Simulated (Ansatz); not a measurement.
```yaml
crystal:
  periodic: [false, false, false]
  atoms:
    - {symbol: C, position_ang: [-0.391573, -0.825074, 1.037081]}
    - {symbol: S, position_ang: [0.743004, 0.354260, 1.011593]}
    - {symbol: Ga, position_ang: [0.847736, 1.028369, -1.110061]}
    - {symbol: F, position_ang: [-0.326734, 0.245015, -2.235870]}
    - {symbol: F, position_ang: [1.788562, 2.291176, -1.757832]}
    - {symbol: H, position_ang: [-0.131192, -1.633965, 0.235067]}
    - {symbol: H, position_ang: [-0.608405, -1.253157, 1.903191]}
    - {symbol: H, position_ang: [-1.493618, -0.376096, 0.662023]}
basis:
  gaussian: {orbitals: def2-SVP}
magnetization: {spin_polarized: true, initial_magnetization: 3}
hamiltonian: {xc: {name: PBE0}, dispersion: d3bjatm}
output: {forces: true}
```

```sh
$ ansatz run in.yaml --threads 4 --pin off --events-out ev --progress --plain --max-ram 10444MiB
```

(1) How does Ansatz answer? (An estimate is asked.)

Results:

(1) Ansatz gave: The input was rejected before any iteration.
```
Error: a molecule whose nuclei and cores have a total charge of 74 cannot have a net charge of 0 together with 3 unpaired electrons
```
